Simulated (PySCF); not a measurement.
**Optical rotation: `[H]/N=C\[C@@H]1OC(=O)[C@H]1C#N`, C5H4N2O2**

Cartesian coordinates in Å; atom numbers follow the order of the lines, from 1:
```xyz
13

N    -1.6155   -1.8532    2.2622
C    -1.2784   -1.0454    1.5281
C    -0.8195   -0.0653    0.5889
C    -1.3261   -0.2330   -0.8583
O    -2.3792   -0.1771   -1.3896
O    -0.0991   -0.4679   -1.3683
C     0.5494   -0.3495   -0.0824
C     1.5472    0.7789   -0.0235
N     1.9062    1.5134   -0.9639
H    -0.9489    0.9441    0.9846
H     1.0103   -1.2992    0.2089
H     1.9708    0.9508    0.9622
H     1.4786    1.3039   -1.8666
```

Level of theory: TDDFT B3LYP/def2-SVPD circular dichroism and optical rotation, one conformer, gas phase in PySCF 2.14.0. Geometry: GFN2-xTB.

The molecule is flexible and this is one conformer; a measurement averages over conformers.

Stereocentres: C3 S, C7 R.

Problem. Give the optical rotatory dispersion at 633, 589.3, 546, 436, 405, 365, 355 nm.

Solution. [α] in deg dm⁻¹ (g/mL)⁻¹:
| λ (nm) | origin-invariant length gauge | modified velocity gauge | length gauge (centre of mass) | isotropic polarisability (au) |
| --- | --- | --- | --- | --- |
| 633 | -152.1 | -149.4 | -152.5 | 74.5 |
| 589.3 | -179.8 | -176.6 | -180.2 | 74.8 |
| 546 | -215.9 | -212.1 | -216.5 | 75.2 |
| 436 | -388.4 | -381.9 | -389.4 | 76.6 |
| 405 | -482.2 | -474.3 | -483.6 | 77.2 |
| 365 | -677.2 | -666.5 | -679.4 | 78.4 |
| 355 | -748.8 | -737.0 | -751.2 | 78.8 |

Problem. And for the mirror image at 589.3 nm?

Solution. +179.8 deg dm⁻¹ (g/mL)⁻¹ (origin-invariant length gauge): the same size and the opposite sign.

Problem. What is the molar rotation [Φ] = [α]·M/100 of the geometry above at 589.3 nm?

Solution. With M = 124.10 g/mol, -223.1 deg cm² dmol⁻¹ (origin-invariant length gauge).

The first excitation lies at 5.06 eV (245 nm) with R = -12.0 × 10⁻⁴⁰ esu² cm² (velocity form).
